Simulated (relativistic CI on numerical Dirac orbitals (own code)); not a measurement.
Mg3+: what numerical and physical settings do to a radial Dirac CI calculation

Reference input:

```
atom Mg  Z=12  charge=3  electrons=9
nucleus A=24  rms_radius_fm=3.0570
hamiltonian dirac-coulomb  breit=on  qed=on  c_scale=1
orbitals kli  potential=per-configuration
slater_scale 1
correlation none
mixing on
grid step=0.0125 r_max=25.7
scf mixing=0.4 start=green max_iterations=150 tolerance=2e-08 node_fill=0.05
configurations
  [He] 2s2 2p5
  [He] 2s 2p6
  [He] 2s2 2p4 3s
  [He] 2s2 2p4 3p
  [He] 2s2 2p4 3d
end
```

Computed lowest total energy -196.21070 Ha, first excitation 2205.9 cm⁻¹, 50 SCF steps. Runs with settings changed; * marks those that are bad on purpose (the QED terms keep the true α when c is scaled):

```
                                                       Changed        Outcome   Lowest level   ΔE (Ha)  First excitation (cm⁻¹)  SCF steps                                                    Message
      start potential previous, node fill of the KLI weights 0      converged  2s²2p⁵ ²P°3/2  9.14e-05                   2202.3         48                                                           
                            iteration limit 30, SCF mixing 0.9      converged  2s²2p⁵ ²P°3/2  -2.1e-12                   2205.9         40                                                           
start potential thomas-fermi, Slater scale 1.2, Breit term off      converged  2s²2p⁵ ²P°3/2   -0.0313                   2359.6         51                                                           
                  iteration limit 30, nuclear radius 2.7513 fm      converged  2s²2p⁵ ²P°3/2  2.22e-06                   2205.9         50                                                           
                                       speed of light × 0.05 *  not converged                                                            1  SCF of 1s2 2s2 2p5 stopped: an orbital could not be found
                             node fill of the KLI weights 50 *      converged  2s²2p⁵ ²P°3/2    0.0391                   2303.8         58
```

With so few configurations and no correlation, terms lie too far apart (by 10 to 50 % near neutrality), their order can be wrong, and levels of other configurations are missing.
